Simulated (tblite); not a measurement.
Parent: `[CH3:1][O:2][SiH2:3]/[CH:4]=[CH:5]\[SiH2:6][Cl:7]` with C1–O2–Si3–C4 -179°, O2–Si3–C4–C5 1°, C4–C5–Si6–Cl7 180°, C3H9ClOSi2.

Computed geometry: GFN2-xTB, gas phase. One conformer each, not checked by frequencies here.

```tsv
coordinate of the parent	value
C1–O2	1.394 Å
O2–Si3	1.628 Å
Si3–C4	1.872 Å
C4=C5	1.331 Å
C5–Si6	1.885 Å
Si6–Cl7	2.044 Å
C1–O2–Si3	128.4°
O2–Si3–C4	100.3°
Si3–C4–C5	126.1°
C4–C5–Si6	126.0°
C5–Si6–Cl7	103.9°
```

Question: How does the shared frame change in `[CH3:1][O:2][SiH2:3]/[CH:4]=[C:5](/[CH:6]=[O:7])[SiH2:8][Cl:9]` with C1–O2–Si3–C4 -171°, O2–Si3–C4–C5 35°, C4–C5–C6–O7 167°, C4–C5–Si8–Cl9 45°, C4H9ClO2Si2? Atoms pair as C1 = C1, O2 = O2, Si3 = Si3, C4 = C4, C5 = C5, Si6 = Si8, Cl7 = Cl9 (parent first).

Answer: 
```json
{"parent": "C1–O2", "relative": "C1–O2", "value in the relative": "1.396 Å", "change": "+0.002"}
{"parent": "O2–Si3", "relative": "O2–Si3", "value in the relative": "1.618 Å", "change": "-0.010"}
{"parent": "Si3–C4", "relative": "Si3–C4", "value in the relative": "1.882 Å", "change": "+0.010"}
{"parent": "C4=C5", "relative": "C4=C5", "value in the relative": "1.340 Å", "change": "+0.009"}
{"parent": "C5–Si6", "relative": "C5–Si8", "value in the relative": "1.898 Å", "change": "+0.013"}
{"parent": "Si6–Cl7", "relative": "Si8–Cl9", "value in the relative": "2.022 Å", "change": "-0.022"}
{"parent": "C1–O2–Si3", "relative": "C1–O2–Si3", "value in the relative": "129.3°", "change": "+0.9"}
{"parent": "O2–Si3–C4", "relative": "O2–Si3–C4", "value in the relative": "101.4°", "change": "+1.1"}
{"parent": "Si3–C4–C5", "relative": "Si3–C4–C5", "value in the relative": "127.9°", "change": "+1.8"}
{"parent": "C4–C5–Si6", "relative": "C4–C5–Si8", "value in the relative": "127.6°", "change": "+1.6"}
{"parent": "C5–Si6–Cl7", "relative": "C5–Si8–Cl9", "value in the relative": "108.6°", "change": "+4.7"}
```

Of the parent's bonds, Si6–Cl7 changes most (-0.022 Å). Bonds of the relative outside the shared frame: C5–C6 1.462, C6=O7 1.206 Å.

Question: How does the shared frame change in `[CH3:1][O:2][SiH2:3]/[CH:4]=[C:5](/[O:6][SiH3:7])[SiH2:8][Cl:9]` with C1–O2–Si3–C4 173°, O2–Si3–C4–C5 -6°, C4–C5–O6–Si7 3°, C4–C5–Si8–Cl9 -69°, C3H11ClO2Si3? Atoms pair as C1 = C1, O2 = O2, Si3 = Si3, C4 = C4, C5 = C5, Si6 = Si8, Cl7 = Cl9 (parent first).

Answer: 
```
    parent    relative  value in the relative  change
     C1–O2       C1–O2                1.395 Å  +0.001
    O2–Si3      O2–Si3                1.626 Å  -0.002
    Si3–C4      Si3–C4                1.862 Å  -0.010
     C4=C5       C4=C5                1.333 Å  +0.002
    C5–Si6      C5–Si8                1.898 Å  +0.013
   Si6–Cl7     Si8–Cl9                2.012 Å  -0.032
 C1–O2–Si3   C1–O2–Si3                 128.5°    +0.1
 O2–Si3–C4   O2–Si3–C4                 101.2°    +0.9
 Si3–C4–C5   Si3–C4–C5                 126.6°    +0.5
 C4–C5–Si6   C4–C5–Si8                 128.7°    +2.7
C5–Si6–Cl7  C5–Si8–Cl9                 111.2°    +7.3
```

Of the parent's bonds, Si6–Cl7 changes most (-0.032 Å). Bonds of the relative outside the shared frame: C5–O6 1.359, O6–Si7 1.625 Å.

Question: How does the shared frame change in `[CH3:1][O:2][SiH2:3]/[CH:4]=[C:5](\[Cl:6])[SiH2:7][Cl:8]` with C1–O2–Si3–C4 180°, O2–Si3–C4–C5 178°, C4–C5–Si7–Cl8 108°, C3H8Cl2OSi2? Atoms pair as C1 = C1, O2 = O2, Si3 = Si3, C4 = C4, C5 = C5, Si6 = Si7, Cl7 = Cl8 (parent first).

Answer: 
```csv
parent,relative,value in the relative,change
C1–O2,C1–O2,1.392 Å,-0.002
O2–Si3,O2–Si3,1.622 Å,-0.006
Si3–C4,Si3–C4,1.876 Å,+0.004
C4=C5,C4=C5,1.326 Å,-0.005
C5–Si6,C5–Si7,1.895 Å,+0.010
Si6–Cl7,Si7–Cl8,2.008 Å,-0.036
C1–O2–Si3,C1–O2–Si3,127.2°,-1.2
O2–Si3–C4,O2–Si3–C4,100.7°,+0.4
Si3–C4–C5,Si3–C4–C5,123.1°,-3.0
C4–C5–Si6,C4–C5–Si7,128.4°,+2.4
C5–Si6–Cl7,C5–Si7–Cl8,108.3°,+4.4
```

Of the parent's bonds, Si6–Cl7 changes most (-0.036 Å). Bonds of the relative outside the shared frame: C5–Cl6 1.739 Å.
